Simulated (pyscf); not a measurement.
Optimised with ωB97X-D3(BJ)/def2-SVP in PySCF.

Task: How much does it cost (ΔH, 298 K, ωB97M-D3(BJ)/def2-TZVP) to split H₂N–SiH₂–SiH(SiH₃)–SiH₃ (SMILES N[SiH2][SiH]([SiH3])[SiH3]) at its Si–Si bond into H₂N–SiH₂• + H₃Si–SiH•–SiH₃?

Result: Si–Si to H₂N–SiH₂• + H₃Si–SiH•–SiH₃: 71.9 kcal/mol. The 7 functionals that were run give +64.7 (r²SCAN) to +76.0 kcal/mol (ωB97X-D3(BJ)). H₂N–SiH₂–SiH(SiH₃)–SiH₃ lies 9.4 kcal/mol over its isomer H₃Si–NH–SiH(SiH₃)–SiH₃, and others may lie lower still (electronic energy, ωB97M-D3(BJ)). Other isomers of H₂N–SiH₂•, H₃Si–SiH•–SiH₃ were not searched in full and may lie lower.
